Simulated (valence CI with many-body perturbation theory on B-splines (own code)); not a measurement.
E1 line list for Si7+

Computed by valence CI with perturbative core correlation (CI+MBPT): five valence electrons over a frozen Dirac-Fock core [He], a basis of 11 s, 11 p, 10 d, 8 f, 5 g, 2 h functions for each j, with the one-electron correlation potential Σ1 (screened to all orders), the two-electron term Σ2, the three-electron term Σ3, Breit, model QED; selected single and double excitations, second order for the rest, scaled by the run's own slope (own B-spline code, finite nucleus).

No measured levels were compared; by estimate levels hold to about 100 cm⁻¹ or 0.05 % of their energy and the worst to 300 or 400 cm⁻¹, as in measured light ions of charge 2 to 7. Among the levels kept, up to 5700 cm⁻¹ of a level comes from second order outside the variational space, and about a tenth of that is noise between levels of different J, which matters for small intervals.

Lines 1 to 50 of 600 in falling wavelength, among levels below 1970200 cm⁻¹, chosen from the strongest by gf and those to the six lowest levels. Wavelengths and rates use the calculated energies, so an error of 300 cm⁻¹ moves a line at 351.5 nm by 1.1 % and its rate by three times that or more. Electric multipoles are in the length gauge, E1 and E2 with the static RPA response of the core. Weak lines are less certain than strong ones. Lines between different terms over intervals too small for the method are left out, as are lines whose strength nearly cancels. Where a level lies close to another of its J and parity, the split of strength between their lines is uncertain. The highest levels of a list are the least certain.

Names give the largest LS component (configuration and term), which can be under half, so a name can repeat, a term be missing and a line seem to break the LS rules; names also repeat where a configuration has a term twice. Letters in brackets count levels of one name in rising energy.

| λ vac (nm) | Upper | Lower | A (s⁻¹) | S (a.u.) with core polarisation | S without |
| --- | --- | --- | --- | --- | --- |
| 351.5 | 2s2.2p2.4p 2S°_1/2 [b] | 2s2.2p2.4s 2P_3/2 | 2.86e+07 | 1.23e+00 | 1.23e+00 |
| 345.1 | 2s2.2p2.4p 4D°_3/2 | 2s2.2p2.4s 4P_3/2 | 3.02e+07 | 2.45e+00 | 2.45e+00 |
| 333.3 | 2s2.2p2.4p 4D°_7/2 | 2s2.2p2.4s 4P_5/2 | 9.03e+07 | 1.32e+01 | 1.32e+01 |
| 331.1 | 2s2.2p2.4p 4D°_1/2 | 2s2.2p2.4s 4P_1/2 | 8.76e+07 | 3.14e+00 | 3.14e+00 |
| 326.5 | 2s2.2p2.4p 4P°_3/2 | 2s2.2p2.4s 4P_5/2 | 2.71e+07 | 1.86e+00 | 1.86e+00 |
| 326.1 | 2s2.2p2.4p 4D°_5/2 | 2s2.2p2.4s 4P_3/2 | 8.76e+07 | 9.00e+00 | 9.00e+00 |
| 321.0 | 2s2.2p2.4p 4D°_3/2 | 2s2.2p2.4s 4P_1/2 | 6.36e+07 | 4.15e+00 | 4.15e+00 |
| 312.2 | 2s2.2p2.4p 4P°_5/2 | 2s2.2p2.4s 4P_5/2 | 8.52e+07 | 7.67e+00 | 7.67e+00 |
| 311.2 | 2s2.2p2.4p 2S°_1/2 [a] | 2s2.2p2.4s 4P_3/2 | 6.62e+07 | 1.97e+00 | 1.97e+00 |
| 309.4 | 2s2.2p2.4p 2S°_1/2 [b] | 2s2.2p2.4s 2P_1/2 | 3.67e+07 | 1.07e+00 | 1.07e+00 |
| 295.3 | 2s2.2p2.4p 4P°_3/2 | 2s2.2p2.4s 4P_3/2 | 4.65e+07 | 2.36e+00 | 2.36e+00 |
| 278.7 | 2s2.2p2.4p 2D°_5/2 | 2s2.2p2.4s 2P_3/2 | 1.58e+08 | 1.01e+01 | 1.01e+01 |
| 277.5 | 2s2.2p2.4p 4P°_3/2 | 2s2.2p2.4s 4P_1/2 | 3.77e+07 | 1.59e+00 | 1.59e+00 |
| 277.4 | 2s2.2p2.4p 2D°_3/2 | 2s2.2p2.4s 2P_1/2 | 1.41e+08 | 5.92e+00 | 5.92e+00 |
| 248.3 | 2s2.2p2.4p 4S°_3/2 | 2s2.2p2.4s 4P_5/2 | 1.31e+08 | 3.95e+00 | 3.95e+00 |
| 242.3 | 2s2.2p2.4p 2P°_1/2 | 2s2.2p2.4s 2P_3/2 | 1.11e+08 | 1.56e+00 | 1.56e+00 |
| 229.9 | 2s2.2p2.4p 4S°_3/2 | 2s2.2p2.4s 4P_3/2 | 1.01e+08 | 2.43e+00 | 2.43e+00 |
| 221.6 | 2s2.2p2.4p 2P°_1/2 | 2s2.2p2.4s 2P_1/2 | 1.06e+08 | 1.13e+00 | 1.13e+00 |
| 218.9 | 2s2.2p2.4p 4S°_3/2 | 2s2.2p2.4s 4P_1/2 | 5.45e+07 | 1.13e+00 | 1.13e+00 |
| 175.7 | 2s.2p3.3p 2P_3/2 [a] | 2s.2p3.3s 2D°_5/2 [a] | 1.30e+08 | 1.40e+00 | 1.40e+00 |
| 171.8 | 2s.2p3.3p 2P_1/2 [a] | 2s.2p3.3s 2D°_3/2 [a] | 1.64e+08 | 8.20e-01 | 8.20e-01 |
| 147.0 | 2s.2p3.3p 2F_7/2 [a] | 2s.2p3.3s 2D°_5/2 [a] | 3.30e+08 | 4.14e+00 | 4.14e+00 |
| 146.3 | 2s.2p3.3p 2F_5/2 [a] | 2s.2p3.3s 2D°_3/2 [a] | 3.14e+08 | 2.92e+00 | 2.92e+00 |
| 144.0 | 2s.2p3.3p 4P_5/2 [a] | 2s.2p3.3s 4S°_3/2 [a] | 3.13e+08 | 2.77e+00 | 2.77e+00 |
| 143.5 | 2s.2p3.3p 4P_3/2 [a] | 2s.2p3.3s 4S°_3/2 [a] | 2.59e+08 | 1.51e+00 | 1.51e+00 |
| 143.0 | 2s.2p3.3p 4P_1/2 [a] | 2s.2p3.3s 4S°_3/2 [a] | 3.18e+08 | 9.17e-01 | 9.18e-01 |
| 142.4 | 2s.2p3.3p 2P_1/2 [b] | 2s.2p3.3s 2P°_1/2 [a] | 2.11e+08 | 6.01e-01 | 6.02e-01 |
| 139.5 | 2s.2p3.3p 2P_3/2 [b] | 2s.2p3.3s 2P°_3/2 [a] | 2.95e+08 | 1.58e+00 | 1.58e+00 |
| 138.3 | 2s2.2p2.4p 4D°_5/2 | 2s.2p3.3p 4P_3/2 [c] | 1.17e+08 | 9.17e-01 | 9.18e-01 |
| 133.7 | 2s2.2p2.4p 4D°_7/2 | 2s.2p3.3p 4P_5/2 [c] | 1.68e+08 | 1.58e+00 | 1.58e+00 |
| 130.2 | 2s2.2p2.4p 4P°_5/2 | 2s.2p3.3p 4P_5/2 [c] | 1.36e+08 | 8.90e-01 | 8.90e-01 |
| 129.8 | 2s.2p3.3d 4D°_7/2 [b] | 2s.2p3.3p 4P_5/2 [b] | 1.90e+08 | 1.64e+00 | 1.64e+00 |
| 129.4 | 2s.2p3.3d 4D°_5/2 [b] | 2s.2p3.3p 4P_3/2 [b] | 1.38e+08 | 8.83e-01 | 8.83e-01 |
| 128.7 | 2s2.2p2.3d 2P_3/2 [a] | 2s2.2p2.3p 2P°_3/2 [a] | 1.04e+08 | 4.37e-01 | 4.37e-01 |
| 128.3 | 2s.2p3.3p 2P_1/2 [c] | 2s.2p3.3s 2D°_3/2 [b] | 2.87e+08 | 5.99e-01 | 5.99e-01 |
| 127.8 | 2s.2p3.3p 2P_3/2 [c] | 2s.2p3.3s 2D°_5/2 [b] | 2.95e+08 | 1.22e+00 | 1.22e+00 |
| 126.7 | 2s.2p3.3p 2D_3/2 [b] | 2s.2p3.3s 2P°_1/2 [a] | 4.47e+08 | 1.79e+00 | 1.79e+00 |
| 125.7 | 2s2.2p2.4s 2D_5/2 | 2s.2p3.3s 2D°_5/2 [b] | 2.35e+08 | 1.38e+00 | 1.38e+00 |
| 125.7 | 2s.2p3.3p 2D_5/2 [b] | 2s.2p3.3s 2P°_3/2 [a] | 5.26e+08 | 3.09e+00 | 3.09e+00 |
| 125.6 | 2s2.2p2.4s 2D_3/2 | 2s.2p3.3s 2D°_3/2 [b] | 2.37e+08 | 9.27e-01 | 9.28e-01 |
| 124.2 | 2s.2p3.3p 4D_1/2 [a] | 2s.2p3.3s 4D°_1/2 | 2.55e+08 | 4.83e-01 | 4.83e-01 |
| 124.1 | 2s.2p3.3p 4D_1/2 [a] | 2s.2p3.3s 4D°_3/2 | 2.65e+08 | 5.01e-01 | 5.01e-01 |
| 123.8 | 2s.2p3.3p 4D_3/2 [a] | 2s.2p3.3s 4D°_3/2 | 2.49e+08 | 9.32e-01 | 9.32e-01 |
| 123.7 | 2s.2p3.3p 4D_3/2 [a] | 2s.2p3.3s 4D°_5/2 | 2.01e+08 | 7.51e-01 | 7.51e-01 |
| 123.2 | 2s2.2p2.3p 4D°_5/2 | 2s2.2p2.3s 4P_5/2 | 9.58e+07 | 5.30e-01 | 5.30e-01 |
| 123.0 | 2s.2p3.3p 4D_5/2 [a] | 2s.2p3.3s 4D°_5/2 | 3.97e+08 | 2.19e+00 | 2.19e+00 |
| 122.9 | 2s.2p3.3p 4D_5/2 [a] | 2s.2p3.3s 4D°_7/2 | 1.21e+08 | 6.62e-01 | 6.62e-01 |
| 122.5 | 2s.2p3.3p 4S_3/2 | 2s.2p3.3s 4P°_5/2 | 2.75e+08 | 9.98e-01 | 9.98e-01 |
| 122.2 | 2s.2p3.3p 4S_3/2 | 2s.2p3.3s 4P°_3/2 | 1.83e+08 | 6.60e-01 | 6.60e-01 |
| 122.2 | 2s.2p3.3p 4D_7/2 [a] | 2s.2p3.3s 4D°_7/2 | 5.62e+08 | 4.05e+00 | 4.05e+00 |
